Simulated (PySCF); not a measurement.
Cl3Fe, SMILES [Cl][Fe-]([Cl])[Cl] (connectivity only; charge and spin as stated), charge -1, multiplicity 5.

The structure is a stationary point at PBE0-D3(BJ)/def2-SVPD. The multiplicity is an assumed one; other spin states were not compared.

These are PBE0-D3(BJ)/def2-SVPD (PySCF 2.14.0) values and carry that method's errors.

Frequencies are harmonic and unscaled.

Modes within 1.5 cm⁻¹ of each other (mostly degenerate sets) share a row, with their intensities summed.

**Question.** Estimate the vibrational spectrum. (The exact figures need the calculation; the answer reports its results.)

**Answer.** 
```json
[
 {"mode": "1–2", "ν (cm⁻¹)": "93", "IR (km/mol)": "8.5", "moving atoms (share of kinetic energy)": "Cl 84 %, Fe 16 %"},
 {"mode": "3", "ν (cm⁻¹)": "114", "IR (km/mol)": "15.4", "moving atoms (share of kinetic energy)": "Fe 66 %, Cl 34 %"},
 {"mode": "4", "ν (cm⁻¹)": "282", "IR (km/mol)": "0.0", "moving atoms (share of kinetic energy)": "Cl 100 %"},
 {"mode": "5–6", "ν (cm⁻¹)": "361", "IR (km/mol)": "222.9", "moving atoms (share of kinetic energy)": "Cl 50 %, Fe 50 %"}
]
```
